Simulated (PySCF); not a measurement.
A structure optimised at r2SCAN-D4/def2-SVP, used in a PySCF frequency run:

```
O
C 1 1.4005
H 2 1.1068 1 108.38
H 2 1.1109 3 106.55 1 122.85
H 2 1.1110 3 106.59 4 114.10
Cd 1 1.9650 2 121.88 3 -178.16
O 6 1.9615 1 172.77 2 145.96
H 7 0.9678 6 110.10 1 145.99
```
Charge 0, spin multiplicity 1.

Problem. Write its SMILES and formula.

Solution. C[O][Cd][OH], CH4CdO2

Problem. What are its rotational constants (standard atomic weights)?

Solution. 38.693, 2.0301, 1.9638 GHz
